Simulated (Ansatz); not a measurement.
Gas-phase electronic energies from Ansatz, PBE0-D4/def2-TZVP geometries. CCSD(T)/CBS adds triple-zeta CCSD(T) − MP2 to the extrapolated MP2 energy (def2 sets, frozen cores). This one scheme is used for every species. Functionals use def2-TZVPP. B3LYP here is the variant with VWN-RPA as its local correlation; programs differ in this. HSE06 is defined as in plane-wave codes. For Br outer-core shells are correlated without core-valence functions, which leaves a few kJ/mol of doubt a bond. Scalar relativity is left out up to krypton. One conformer a species, not always the lowest.

`CB(S)Br` + HCl → `SB(Cl)Br` + CH₄  (ligand exchange at a B–C bond)

| level | ΔE (kcal/mol) | difference from CCSD(T)/CBS |
| --- | --- | --- |
| LDA (SPW92) | -16.7 | -0.2 |
| PBE-D4 | -17.7 | -1.2 |
| revPBE-D4 | -17.8 | -1.3 |
| BLYP-D4 | -18.1 | -1.6 |
| r2SCAN-D4 | -17.9 | -1.4 |
| B97M-V | -17.9 | -1.4 |
| PBE0-D4 | -17.0 | -0.5 |
| r2SCANh-D4 | -17.6 | -1.1 |
| HSE06-D4 | -17.1 | -0.6 |
| BHLYP-D4 | -17.1 | -0.6 |
| CAM-B3LYP-D4 | -16.7 | -0.2 |
| ωB97X-V | -16.7 | -0.2 |
| ωB97M-V | -16.8 | -0.3 |
| B2PLYP | -17.6 | -1.1 |
| PBE-QIDH | -17.1 | -0.6 |
| PBE | -17.7 | -1.2 |
| revPBE | -18.0 | -1.5 |
| BLYP | -18.1 | -1.6 |
| PBE0 | -17.1 | -0.6 |
| B3LYP | -17.5 | -1.0 |
| r2SCANh | -17.7 | -1.2 |
| r2SCAN0 | -17.4 | -0.9 |
| HSE06 | -17.1 | -0.6 |
| CAM-B3LYP | -16.8 | -0.3 |
| RPA@PBE/def2-TZVPP | -16.2 | 0.3 |
| HF/def2-SVP | -18.0 | -1.5 |
| MP2/def2-SVP | -20.2 | -3.7 |
| CCSD/def2-SVP | -18.9 | -2.4 |
| CCSD(T)/def2-SVP | -19.3 | -2.8 |
| HF/def2-TZVPP | -16.3 | 0.2 |
| MP2/def2-TZVPP | -17.8 | -1.3 |
| SCS-MP2/def2-TZVPP | -17.5 | -1.0 |
| CCSD/def2-TZVPP | -15.9 | 0.6 |
| CCSD(T)/def2-TZVPP | -16.4 | 0.1 |
| HF/def2-QZVPP | -16.1 | 0.4 |
| MP2/def2-QZVPP | -17.8 | -1.3 |
| SCS-MP2/def2-QZVPP | -17.5 | -1.0 |
| HF/CBS(def2) | -16.1 | 0.4 |
| MP2/CBS(def2) | -18.0 | -1.5 |
| CCSD/CBS(def2) | -16.0 | 0.5 |
| CCSD(T)/CBS | -16.5 | 0 |

Largest T1 diagnostic among the species: 0.011.

At CCSD(T), def2-SVP lies −2.8 kcal/mol from the extrapolated value and def2-TZVPP +0.1 kcal/mol. Leaving LDA and LC-ωPBE aside and taking each functional with its dispersion term where it has one, the values spread over 1.4 kcal/mol, from BLYP-D4 to ωB97X-V. LDA lies +1.1 kcal/mol from PBE without D4.
